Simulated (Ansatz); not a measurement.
Harmonic frequencies (cm⁻¹) at PBE0-D4/def2-TZVP from Ansatz: 70, 100, 153, 197, 250, 304, 349, 429, 504, 522, 706, 769, 819, 858, 882, 922, 934, 940, 946, 1578, 2189, 2205, 2217, 2225, 3625, 3726, 3902.

Each molecule was computed in one conformer, which needn't be the lowest.

(1) Which molecule is it?
A. `N[SiH](O)[SiH3]`
B. `O[SiH2]N[SiH3]`
C. `N[SiH](Cl)O[SiH3]`
D. `N[SiH2]O[SiH3]`

Results:

(1) A.
